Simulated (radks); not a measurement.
The numbers below are computed, except where a source is named.
Question: Orbital eigenvalues (eV) of neutral tantalum, [Xe] 4f14 5d3 6s2, of relativity; Dirac values are averaged over j with weights 2j + 1. Spin-unpolarised spherical Kohn-Sham, PBE, point nucleus unless stated (finite: rms radius 5.3507 fm), a radial shooting solver on a logarithmic mesh with Libxc functionals. A level marked "c x" has the speed of light scaled by that factor and shares open shells by 2j + 1; other Dirac levels either fill j = l - 1/2 first or share by 2j + 1.

shell       non-rel.
3s           -2305.2
3p           -2107.8
3d           -1740.0
4s           -455.90
4p           -373.98
4d           -225.07
5s           -60.365
5p           -37.290
4f           -32.367
5d           -4.7677
6s           -4.5956
6p (empty)   -1.5030

Give the values at the level "Dirac, c x 2".

Answer: 
shell       Dirac, c x 2  change of magnitude (%)
3s               -2379.9                    +3.24
3p               -2137.0                    +1.38
3d               -1736.9                    -0.18
4s               -473.97                    +3.97
4p               -380.62                    +1.77
4d               -224.30                    -0.34
5s               -62.983                    +4.34
5p               -37.821                    +1.43
4f               -30.437                    -5.96
5d               -4.4724                    -6.19
6s               -4.7642                    +3.67
6p (empty)       -1.4783                    -1.65
